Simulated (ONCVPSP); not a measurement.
La: one change to an ONCV potential, before and after

```
Element                 : La
Generator               : ONCVPSP 4.0.1
Type                    : optimised norm-conserving Vanderbilt (ONCV)
Functional              : LDA (Perdew-Zunger)
Relativity              : scalar-relativistic
Frozen core             : [Kr] 4d10
Valence charge          : 11
Reference configuration : 5s2 5p6 5d1 (charge +2)
Partial waves           : 5s: rc 1.70 bohr, ncon 4, nbas 8, qcut 4 1/bohr, 2 projectors, debl 1.9 Ha; 5p: rc 2.55 bohr, ncon 4, nbas 8, qcut 4.8 1/bohr, 3 projectors, debl 3.6 Ha; 5d: rc 3.30 bohr, ncon 4, nbas 8, qcut 4.9 1/bohr, 2 projectors, debl 2.7 Ha; f scattering state at 0.03 Ha: rc 2.85 bohr, ncon 4, nbas 7, qcut 3.9 1/bohr, 1 projector
Local potential         : polynomial inside 1.30 bohr (lpopt 5, dvloc0 0 Ha)
Core correction         : Teter function, fcfact 6, rcfact 1.3
```

In the s channel the program set the typed energies aside and used -1.902, 0.250 Ha. In the f channel the program set the typed energies aside and used -0.636 Ha.

Change: core correction Teter function, fcfact 4.75, rcfact 1.45.

Cutoffs: the cutoffs (Ha) at which the residual kinetic energy of the hardest occupied pseudo-wave falls to 1 and 0.1 mHa per electron; they do not see the model core or the augmentation charge, which bear on the density cutoff. Errors are all-electron minus pseudo energies relative to the spin-unpolarised reference configuration.

Question: Predict the effect on cutoff, ghosts and configuration errors.

Answer: The potential gets neither clearly harder nor softer (49 Ha and 61 Ha → 49 Ha and 61 Ha); both files keep a bound ghost (s); of the 4 tests that both files solve, the error grows in 2 and shrinks in 0 by more than 15 % and 0.3 meV (median size 0.3 → 0.7 meV). A model core, the more so a compact one, raises the density cutoff, which this test does not measure.

```tsv
quantity	base	changed
cutoff, loose	49 Ha	49 Ha
cutoff, tight	61 Ha	61 Ha
bound ghosts	s	s
GHOST(+) flags under 300 eV	p at 201.1 eV	p at 201.1 eV
error for 5s2 5p6 5d1 6s2, meV [ΔE -17.31 eV]	-0.6	-1.0
error for 5s2 5p6 5d1 6s1, meV [ΔE -11.15 eV]	+0.1	-0.1
error for 5s2 5p6 5d0, meV [ΔE 19.10 eV]	+0.1	-3.0
error for 5s2 5p6 5d2 6s1, meV [ΔE -16.49 eV]	+0.4	-0.3
s: phases at 1.73 bohr within 0.05 rad from the reference energy up to (Ha; the scan ends near 5)	n/a	n/a
p: phases at 2.58 bohr within 0.05 rad from the reference energy up to (Ha; the scan ends near 5)	to the end of the scan	to the end of the scan
d: phases at 3.36 bohr within 0.05 rad from the reference energy up to (Ha; the scan ends near 5)	3.0	3.0
f: phases at 2.89 bohr within 0.05 rad from the reference energy up to (Ha; the scan ends near 5)	-0.5	-0.5
rms error of d²Exc/dni dnj with the model core, mHa	0.52	0.67
```

 A true bound ghost makes a file unfit for plane-wave use even where its test errors are small: the radial tests pick states by their node count and pass the ghost by.
